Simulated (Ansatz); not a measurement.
A nudged elastic band was laid between two geometries of ClFH2O2Ti + ClH (9 atoms, charge 0, multiplicity 1).

The calculation used RHF/def2-SVP (Ansatz).

```json
{
  "movable images": "7",
  "climbing image": "yes",
  "spring": "5.0 eV/Å²",
  "optimiser": "quadratic models (default)",
  "start path": "through a guess of the saddle point",
  "force threshold": "0.03 eV/Å",
  "iteration limit": "58",
  "end points": "relaxed"
}
```

Image 0:

```xyz
9
Properties=species:S:1:pos:R:3
Ti -0.358 -0.307 -0.169
O -0.484 0.323 1.476
H -1.150 0.423 2.141
O 1.226 0.063 -0.756
H 2.076 0.405 -0.513
F -1.562 0.452 -1.158
Cl -0.736 -2.500 -0.142
Cl 2.697 1.505 1.980
H 1.470 1.172 2.109
```

Image 8:

```xyz
9
Properties=species:S:1:pos:R:3
Ti -0.075 0.439 -0.198
O 0.814 -0.165 1.884
H 0.284 -0.808 2.339
O 1.426 -0.214 -0.766
H 2.169 -0.602 -0.328
F -0.806 0.915 -1.677
Cl -1.616 -1.077 0.465
Cl 0.049 2.472 0.784
H 0.934 0.577 2.463
```

Problem. What changes between the two ends?

Solution. Bonds broken: Cl8–H9. Bonds formed: Ti1–Cl8, O2–H9. ClFH2O2Ti + ClH becomes Cl2FH3O2Ti.

Problem. Give the energies along the band, and the barrier.

Solution. It converged. The highest image is number 4 of 0 to 8, 19.6 kcal/mol above the first end and 28.7 kcal/mol above the last; the last end lies 9.1 kcal/mol below the first. The profile has 2 maxima (images 4, 7) with wells between them (image 6): this band takes more than one step, which may be the mechanism or a detour left from its start path. A vibrational analysis at the climbing image gives one clearly imaginary mode, 1369i cm⁻¹: a first-order saddle point. The orbitals stay closed-shell, which can raise the energy where a bond breaks towards radicals; this wasn't checked here.

```json
{"image": "0", "path coordinate (Å)": "0.00", "energy (kcal/mol)": "0.0", "Cl8–H9 (Å)": "1.28", "Ti1–Cl8 (Å)": "4.15", "O2–H9 (Å)": "2.22"}
{"image": "1", "path coordinate (Å)": "1.09", "energy (kcal/mol)": "0.4", "Cl8–H9 (Å)": "1.28", "Ti1–Cl8 (Å)": "4.10", "O2–H9 (Å)": "2.22"}
{"image": "2", "path coordinate (Å)": "2.17", "energy (kcal/mol)": "1.2", "Cl8–H9 (Å)": "1.28", "Ti1–Cl8 (Å)": "3.99", "O2–H9 (Å)": "2.21"}
{"image": "3", "path coordinate (Å)": "3.26", "energy (kcal/mol)": "2.8", "Cl8–H9 (Å)": "1.28", "Ti1–Cl8 (Å)": "3.68", "O2–H9 (Å)": "2.03"}
{"image": "4", "path coordinate (Å)": "4.35", "energy (kcal/mol)": "19.6", "Cl8–H9 (Å)": "1.49", "Ti1–Cl8 (Å)": "2.78", "O2–H9 (Å)": "1.25"}
{"image": "5", "path coordinate (Å)": "5.39", "energy (kcal/mol)": "-5.9", "Cl8–H9 (Å)": "2.43", "Ti1–Cl8 (Å)": "2.33", "O2–H9 (Å)": "0.95"}
{"image": "6", "path coordinate (Å)": "6.44", "energy (kcal/mol)": "-9.2", "Cl8–H9 (Å)": "2.63", "Ti1–Cl8 (Å)": "2.29", "O2–H9 (Å)": "0.95"}
{"image": "7", "path coordinate (Å)": "7.49", "energy (kcal/mol)": "-8.5", "Cl8–H9 (Å)": "2.94", "Ti1–Cl8 (Å)": "2.25", "O2–H9 (Å)": "0.95"}
{"image": "8", "path coordinate (Å)": "8.54", "energy (kcal/mol)": "-9.1", "Cl8–H9 (Å)": "2.68", "Ti1–Cl8 (Å)": "2.26", "O2–H9 (Å)": "0.95"}
```

Problem. What is the geometry of the highest image?

Solution. 
```xyz
9
Properties=species:S:1:pos:R:3
Ti 0.127 0.069 0.027
O -0.155 0.205 1.912
H -0.597 -0.334 2.554
O 1.679 -0.423 -0.509
H 2.303 -0.938 -0.999
F -0.686 1.102 -1.084
Cl -1.074 -1.799 -0.182
Cl 1.152 2.351 1.232
H 0.431 1.303 2.016
```

The band took 30 iterations and roughly 22 core-minutes.

Run time: 12 min on 2 threads of Intel(R) Xeon(R) Platinum 8259CL CPU @ 2.50GHz (Skylake/Cascade Lake) (shared host), peak memory 0.36 GiB.
